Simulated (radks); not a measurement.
Values are calculated unless marked as measured or tabulated.
Problem. Radial electron density D(r) = 4 pi r^2 rho(r) of an atom or ion with 36 electrons. Code: a radial shooting solver on a logarithmic mesh with Libxc functionals. Model: Dirac Kohn-Sham, PBE, spin-unpolarised, spherical densities, point nucleus.

| r (bohr) | D(r) (e/bohr) |
|---|---|
| 0.002228 | 2.092 |
| 0.002615 | 2.770 |
| 0.003068 | 3.651 |
| 0.003601 | 4.784 |
| 0.004192 | 6.147 |
| 0.004919 | 7.944 |
| 0.005772 | 10.17 |
| 0.006774 | 12.89 |
| 0.007886 | 15.96 |
| 0.009254 | 19.69 |
| 0.01086 | 23.91 |
| 0.01274 | 28.45 |
| 0.01484 | 32.87 |
| 0.01741 | 37.31 |
| 0.02043 | 41.10 |
| 0.02398 | 43.79 |
| 0.02791 | 44.96 |
| 0.03276 | 44.58 |
| 0.03844 | 42.74 |
| 0.04511 | 40.11 |
| 0.05294 | 37.82 |
| 0.06163 | 37.11 |
| 0.07232 | 38.78 |
| 0.08487 | 42.94 |
| 0.09959 | 48.33 |
| 0.1159 | 52.43 |
| 0.1361 | 53.33 |
| 0.1597 | 49.54 |
| 0.1874 | 42.17 |
| 0.2181 | 34.81 |
| 0.256 | 30.22 |
| 0.3004 | 30.55 |
| 0.3525 | 34.15 |
| 0.4104 | 36.97 |
| 0.4816 | 35.95 |
| 0.5651 | 30.14 |
| 0.6632 | 21.75 |
| 0.7721 | 14.29 |
| 0.906 | 9.017 |
| 1.063 | 6.564 |
| 1.248 | 5.795 |
| 1.464 | 5.362 |
| 1.705 | 4.587 |
| 2 | 3.377 |
| 2.347 | 2.119 |
| 2.755 | 1.139 |
| 3.207 | 0.5625 |
| 3.763 | 0.2587 |
| 4.416 | 0.1389 |
| 5.183 | 0.1031 |
| 6.033 | 0.09826 |
| 7.08 | 0.09828 |
| 8.309 | 0.09301 |
| 9.751 | 0.07817 |
| 11.35 | 0.05629 |
| 13.32 | 0.03294 |
| 15.63 | 0.01583 |
| 18.34 | 0.006073 |
| 21.36 | 0.001897 |
| 25.06 | 0.0004096 |

What is the nuclear charge?

Solution. Z = 36. The innermost maximum, from 1s, lies near gamma/Z bohr with gamma = sqrt(1 - (Z/c)^2) = 0.965, here 0.0268 bohr (found: 0.0291), and its height grows with Z. The density is that of neutral krypton in [Ar] 3d10 4s2 4p5 4d1; the configuration itself is not fixed sharply by these data, and Z only to about a unit. D(r) has 4 maxima, at r = 0.0291, 0.130, 0.431, 6.69 bohr, and minima at 0.0602, 0.273, 6.03 bohr, inside which lie 2.07, 11.01, 35.36 electrons.
